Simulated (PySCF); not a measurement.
A species of formula C7H11NOSi has this rotational fingerprint, computed with PBE0/pcSseg-1 in PySCF (dipole) on a GFN2-xTB geometry, gas phase:

| Property | Result |
| --- | --- |
| Rotational constants | A = 2592, B = 650.7, C = 545.7 MHz |
| Dipole components | \|μa\| = 3.50 D, \|μb\| = 1.38 D, \|μc\| = 0.40 D |
| Inertial defect | -45.65 u·Å² |
| κ | -0.90 |

Question: Which structure is it? (One computed conformer of each.)
A. `[CH2:1]=[C:2]1[CH2:3][O:4][C@@H:5]([CH2:6][C:7]#[N:8])[CH2:9][SiH2:10]1` with O4–C5–C6–C7 -174°, C1–C2–C3–O4 131°, C2–C3–O4–C5 70°, C3–O4–C5–C6 162°, O4–C5–C9–Si10 57°
B. `[CH2:1]=[CH:2][C@@:3]1([C:4]#[N:5])[CH2:6][CH2:7][SiH2:8][O:9][CH2:10]1` with C1–C2–C3–C4 121°, C2–C3–C6–C7 59°, C3–C6–C7–Si8 55°, C6–C7–Si8–O9 -36°, C7–Si8–O9–C10 33°
C. `[CH2:1]=[CH:2][CH:3]([CH:4]=[CH2:5])[C@@H:6]([C:7]#[N:8])[O:9][SiH3:10]` with C1–C2–C3–C4 125°, C2–C3–C4–C5 -125°, C2–C3–C6–C7 -60°, C3–C6–O9–Si10 71°
D. `[NH2:1][CH2:2][c:3]1[cH:4][cH:5][cH:6][c:7]([O:8][SiH3:9])[cH:10]1` with H–N1–C2–C3 59° and -59°, N1–C2–C3–C4 -88°, C6–C7–O8–Si9 -1°

Answer: A. It is C=C1CO[C@@H](CC#N)C[SiH2]1, an asymmetric top, point group C1. The candidates at the same level (rigid rotor, commonest isotopes):

```tsv
SMILES	A (MHz)	B (MHz)	C (MHz)	μa (D)	μb (D)	μc (D)	Δ (u·Å²)	point group	rotor
C=C1CO[C@@H](CC#N)C[SiH2]1	2592	650.7	545.7	3.50	1.38	0.40	-45.65	C1	asymmetric top
C=CC(C=C)[C@@H](C#N)O[SiH3]	1233	838.5	722.8	0.70	3.59	2.01	-313.53	C1	asymmetric top
NCc1cccc(O[SiH3])c1	2608	577.1	494.4	1.45	1.12	0.53	-47.17	C1	near-prolate asymmetric top
C=C[C@@]1(C#N)CC[SiH2]OC1	1850	909.2	843.6	3.14	0.37	1.74	-229.97	C1	asymmetric top
```

`C=C[C@@]1(C#N)CC[SiH2]OC1` has C 55 % too high; `NCc1cccc(O[SiH3])c1` has B 11 % too low; `C=CC(C=C)[C@@H](C#N)O[SiH3]` has A 52 % too low. No structure here is proved a minimum.
